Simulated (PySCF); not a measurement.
**Two-component Hartree-Fock for Cu¹⁹⁺ (copper, charge +19)**

Start: [Ne]. Calculated with PySCF 2.14 in an uncontracted even-tempered set (18 s from 1 bohr⁻², ratio 2.6; 12 p from 1.4 bohr⁻², ratio 2.6; 6 d from 1.4 bohr⁻², ratio 2.8; 3 f from 42 bohr⁻², ratio 2.8): generalised Hartree-Fock with the X2C-1e Hamiltonian and a Gaussian nucleus; spin-orbit coupling (SO) screened by Boettger's factors.

```tsv
spinor shell	electrons	ε, screened SO (eV)	weight of nominal j (screened SO)	rms radius, screened SO (bohr)
1s1/2	2	-9808.5	1.000	0.0601
2s1/2	2	-1851.4	1.000	0.249
2p1/2	2	-1713.2	1.000	0.221
```

Q: Where does 2p3/2 lie, and what is the 2p spin-orbit splitting (screened SO)?

A: At -1691.5 eV, 21.688 eV above 2p1/2.

| quantity | screened SO |
| --- | --- |
| E (hartree) | -1456.97246 |
| M_J | 0 |
| ⟨J²⟩ | 0.000 |
| ⟨L²⟩ | 0.001 |
| ⟨S²⟩ | 0.001 |
